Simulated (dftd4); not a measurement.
Cl₂, charge +1, doublet, at a GFN2-xTB geometry (a state made from the parent by changing its charge; the spin is typed, not shown lowest); D4 for pbe0 (dftd4).

Input for dftd4:
```
$ dftd4 mol.xyz --func pbe0 --charge 1 --json dftd4.json --noedisp --grad

# file mol.xyz
2

Cl    -0.00000000    -0.00000000    -0.98043196
Cl     0.00000000     0.00000000     0.98043196
```

Task: What does dftd4 print? Leave out banner, timings and long lists.

Result: 
```
                    ____  _____ _____     ____  _  _
      -------------|  _ \|  ___|_   _|---|  _ \| || |------------
     |             | | | | |_    | | ___ | | | | || |_           |
     |             | |_| |  _|   | ||___|| |_| |__   _|          |
     |             |____/|_|     |_|     |____/   |_|            |
     |             ===================================           |
     |            E. Caldeweyher, S. Ehlert & S. Grimme          |
     |          Mulliken Center for Theoretical Chemistry        |
     |                    University of Bonn                     |
      -----------------------------------------------------------

Rational (Becke-Johnson) damping: pbe0-D4-ATM
---------------------
  s6         1.0000
  s8         1.2007
  s9         1.0000
  a1         0.4009
  a2         5.0293
 alp        16.0000
--------------------

Dispersion energy:      -7.9146945425140E-04 Eh

Gradient norm:           1.6204304070050E-05 Eh/a0
--------------------------------------------------
     #    Z           dE/dx      dE/dy      dE/dz
--------------------------------------------------
     1   17 Cl    0.000E+00  0.000E+00 -1.146E-05
     2   17 Cl    0.000E+00  0.000E+00  1.146E-05
--------------------------------------------------

Virial:
--------------------------------------------------
      component           x          y          z
--------------------------------------------------
          x       0.000E+00  0.000E+00  0.000E+00
          y       0.000E+00  0.000E+00  0.000E+00
          z       0.000E+00  0.000E+00  4.246E-05
--------------------------------------------------

[Info] Dispersion results written to 'dftd4.txt'
[Info] JSON dump of results written to 'dftd4.json'
```
